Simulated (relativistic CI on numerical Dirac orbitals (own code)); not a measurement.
## Hyperfine structure of K10+, mass number 41

Calculated at this level of theory: Dirac-Coulomb-Breit CI, KLI orbitals optimised for each configuration, QED by a radiative potential, unscaled Slater integrals (own radial code, finite nucleus).

Configuration list (outside the closed core 1s2): 2s²2p⁵, 2s2p⁶, 2s²2p⁴3s, 2s²2p⁴3p, 2p⁶3s, 2p⁶3p, 2s²2p⁴3d, 2p⁶3d, 2s2p⁵3s, 2s2p⁵3p, 2s2p⁵3d, 2s²2p⁴4s, 2s²2p⁴4p, 2s²2p⁴4d, 2s²2p⁴4f, 2s²2p³3s². Levels of other configurations are missing.

Nuclear spin I = 3/2, μ = 0.21487 μN, Q = 0.0734 b (tables of Stone and Pyykkö). The electronic factors are computed for point nuclear moments, without core polarisation or the Bohr-Weisskopf and QED corrections.

```json
{"Level": "2s²2p⁵ ²P°3/2", "E (cm⁻¹)": "0", "A (MHz)": "1247", "B (MHz)": "-1140"}
{"Level": "2s²2p⁵ ²P°1/2", "E (cm⁻¹)": "23424", "A (MHz)": "6199", "B (MHz)": ""}
{"Level": "2s2p⁶ ²S1/2", "E (cm⁻¹)": "668554", "A (MHz)": "21450", "B (MHz)": ""}
{"Level": "2s²2p⁴3s ⁴P5/2", "E (cm⁻¹)": "2632827", "A (MHz)": "2012", "B (MHz)": "1160"}
{"Level": "2s²2p⁴3s ⁴P3/2", "E (cm⁻¹)": "2645393", "A (MHz)": "654.2", "B (MHz)": "-671"}
{"Level": "2s²2p⁴3s ⁴P1/2", "E (cm⁻¹)": "2654130", "A (MHz)": "1076", "B (MHz)": ""}
{"Level": "2s²2p⁴3s ²P3/2", "E (cm⁻¹)": "2665124", "A (MHz)": "1502", "B (MHz)": "841"}
{"Level": "2s²2p⁴3s ²P1/2", "E (cm⁻¹)": "2679525", "A (MHz)": "1988", "B (MHz)": ""}
```

Levels with J = 0, under 50 % of one LS term, or S terms without an open s electron are left out. Small factors come from cancelling terms and can be off by tens of per cent or more.

At this charge energies of transitions that change n are usually good to better than 1 %, and those within a shell (Δn = 0) to a few per cent.

Task: Give the hyperfine levels of 2s²2p⁵ ²P°1/2 relative to its centre of gravity.

Result: With K = F(F + 1) − I(I + 1) − J(J + 1), E = AK/2: F = 1: -7749, F = 2: 4650 MHz.

LS names give the leading component of a level, which can be under half, so a name can repeat, a term be missing and a line seem to break the LS rules.
